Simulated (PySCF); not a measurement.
A structure optimised at r2SCAN-D4/def2-SVP, used in a PySCF frequency run:

```
C
C 1 1.4091
N 2 1.3302 1 122.96
C 3 1.3354 2 116.51 1 0.75
N 4 1.3361 3 126.39 2 -0.81
C 5 1.3301 4 116.61 3 -0.06
H 4 1.0975 3 116.82 2 179.39
H 6 1.0979 5 116.81 4 -178.12
H 2 1.0993 3 116.82 4 -178.70
C 1 1.4567 2 123.21 9 -0.44
C 10 1.3861 1 128.57 2 159.41
H 11 1.0918 10 122.90 1 -1.50
C 11 1.4192 12 123.82 10 178.27
C 13 1.3767 11 112.60 12 -178.55
H 14 1.0901 13 128.40 11 -179.82
H 13 1.0917 14 123.26 15 0.48
S 14 1.7199 15 119.86 13 -179.78
```
Charge 0, spin multiplicity 1.

**Question.** Write its SMILES and formula.

**Answer.** c1csc(-c2cncnc2)c1, C8H6N2S

**Question.** What are its rotational constants (standard atomic weights)?

**Answer.** 2.8573, 0.60583, 0.50550 GHz
